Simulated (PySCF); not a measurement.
## Spin-rotation constants: SMILES COC(=O)c1cpco1, C5H5O3P

Cartesian coordinates in Å; atom numbers follow the order of the lines, from 1:
```xyz
14

C    -2.6759    0.4259   -0.3979
O    -1.2623    0.5480   -0.3567
C    -0.6021   -0.4803    0.1865
O    -1.1297   -1.4716    0.6267
C     0.8528   -0.2539    0.1820
C     1.8093   -1.1079    0.6641
P     3.4211   -0.4373    0.4541
C     2.6575    0.9250   -0.2598
O     1.3306    0.8850   -0.3347
H    -3.0770    0.3215    0.6124
H    -3.0426    1.3363   -0.8646
H    -2.9645   -0.4506   -0.9820
H     1.5710   -2.0569    1.1065
H     3.1112    1.8163   -0.6588
```

Level of theory: GIAO B3LYP/pcSseg-1 magnetisability, rotational g tensor and spin-rotation constants, non-relativistic, gas phase in PySCF. Geometry: GFN2-xTB.

(1) Give the nuclear spin-rotation constants along the inertial axes (H = +C I·J) beside the isotropic shieldings.

Results:

(1) Rotational constants 4.2463, 0.8117, 0.6843 GHz. A star marks the isotopologue with that one atom substituted, in its own axes.
| atom | isotope | Caa (kHz) | Cbb (kHz) | Ccc (kHz) | mean (kHz) | σ (ppm) |
| --- | --- | --- | --- | --- | --- | --- |
| P7 | 31P | 10.152 | 1.862 | 0.865 | 4.293 | 157.4 |
| H10 | 1H | -0.354 | -0.054 | -0.002 | -0.137 | 27.7 |
| H11 | 1H | -0.352 | 0.025 | -0.072 | -0.133 | 27.8 |
| H12 | 1H | -0.353 | -0.054 | -0.002 | -0.136 | 27.6 |
| H13 | 1H | -0.409 | 0.104 | -0.076 | -0.128 | 23.3 |
| H14 | 1H | -0.255 | 0.071 | -0.071 | -0.085 | 22.9 |
| C1 | 13C* | 0.648 | 0.193 | 0.147 | 0.329 | 127.3 |
| O2 | 17O* | -1.339 | -0.150 | -0.078 | -0.522 | 146.4 |
| C3 | 13C* | 2.166 | 0.271 | 0.185 | 0.874 | 16.3 |
| O4 | 17O* | -2.149 | -0.488 | -0.043 | -0.893 | -81.3 |
| C5 | 13C* | 1.903 | 0.332 | 0.165 | 0.800 | 21.3 |
| C6 | 13C* | 1.559 | 0.436 | 0.088 | 0.695 | 35.5 |
| C8 | 13C* | 2.434 | 0.358 | 0.156 | 0.983 | -12.2 |
| O9 | 17O* | -2.016 | -0.377 | -0.074 | -0.822 | -30.3 |

For the geometry as given, no vibrational averaging.
